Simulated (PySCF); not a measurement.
Species: WO₃ (singlet state).
SMILES: `[O]=[W](=[O])=[O]`

Level of theory: PySCF 2.14.0, PBE0-D3(BJ)/def2-SVP geometry optimisation, gas phase, def2 core potentials past Kr.

Take the most abundant isotopes and a rigid rotor. 

Problem. What are A, B and C (cm⁻¹)?

Solution. Ia = 76.58, Ib = 76.60, Ic = 120.73 u·Å²; 505379 MHz·u·Å²/I gives 6599, 6598 and 4186 MHz, that is A = 0.22012, B = 0.22008, C = 0.13963 cm⁻¹.

Problem. What kind of rotor is it?

Solution. An oblate symmetric top, as the point group C3v requires two equal moments; the computed ones differ by 0.02 % because the geometry is symmetric only within the optimiser's tolerance. Ray's parameter κ = (2B − A − C)/(A − C) = 0.999; −1 is the prolate and +1 the oblate limit.

Problem. Is it planar, by Δ = Ic − Ia − Ib?

Solution. Not planar: Δ = Ic − Ia − Ib = -32.45 u·Å². For a rigid frame Δ = −2 Σ m c², so Σ m c² = 16.22 u·Å² lies off the ab plane. The atom farthest from that plane is 0.52 Å away.

Problem. Where do the R-branch lines fall?

Solution. The dipole of 5.94 D lies along the symmetry axis, so ΔK = 0 and J+1 ← J falls at 2B(J+1) for every K: 13.20 GHz, 26.39 GHz, 39.59 GHz, 52.79 GHz, 65.98 GHz for J = 0 to 4.

Problem. Estimate the classical rotational partition function at 50 K, 100 K and 500 K.

Solution. Point group C3v, symmetry number σ = 3; q = (√π/σ)·√((kT/h)³/(ABC)), k/h = 20836.6 MHz/K: 1470 at 50 K, 4160 at 100 K, 46500 at 500 K.

Whether it is a minimum is left open (no frequencies). No vibrational averaging or centrifugal distortion is included, and the geometry carries the error of its method.
